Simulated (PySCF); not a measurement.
Computed IR spectrum (relative IR intensity) of a molecule CH8N2OSi. Geometry: B3LYP-D3(BJ)/def2-SVP. The values are those of a single conformer. Computed with B3LYP-D3(BJ)/def2-SVP (PySCF). Frequencies are harmonic and unscaled.

```tsv
ν (cm⁻¹)	relative intensity
196	5.0
225	7.3
259	4.4
293	8.1
304	75
371	8.5
409	13
500	37
726	19
769	45
793	8.1
838	23
877	39
924	100
973	56
1095	8.4
1161	44
1402	32
1452	5.3
1526	24
2180	68
2975	38
3032	20
3093	8.0
3583	5.0
3593	11
3694	10
3882	24
```

Q: Identify the compound among the candidates.
A. C[Si](N)(N)O
B. CO[SiH](N)N
C. CN[Si@@H](N)O
D. NC[Si@@H](N)O

A: C, CN[Si@@H](N)O
